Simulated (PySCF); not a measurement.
## Dipole response of Xe⁺ (xenon, charge +1)

[Kr] 4d10 5s2 5p4 6s1, high-spin 4P determinant (an excited configuration). Calculation: PySCF 2.14, in aug-cc-pVTZ-DK3; scalar relativity by spin-free X2C-1e. Coupled (time-dependent) response in atomic units; α is the mean over directions.

```json
{"method": "TPSS", "mean α (bohr³)": "134.4", "α xx, yy, zz": "165.3, 72.67, 165.3", "C₆ (like pair)": "1411", "S(−4)": "16790"}
```

S(−4) is the Cauchy moment in α(ω) = α(0) + S(−4) ω² + …

Spin-orbit coupling is absent.

α(iu) at TPSS:

```csv
u (hartree),α(iu) (bohr³)
0,134.4
0.0500,103.4
0.100,64.41
0.200,31.38
0.300,20.58
0.500,12.34
0.750,7.872
1.00,5.469
1.50,3.090
2.00,2.008
3.00,1.071
5.00,0.4648
```

For an ion, C₆ is the dispersion term alone; charge-induced terms of lower order in 1/R come first.

The components differ because the open shell of this determinant is not spherical; for a pure term their mean is the scalar polarisability.

The outer electron is Rydberg-like, and this basis confines it to a smaller radius and binds it less than a complete one would.
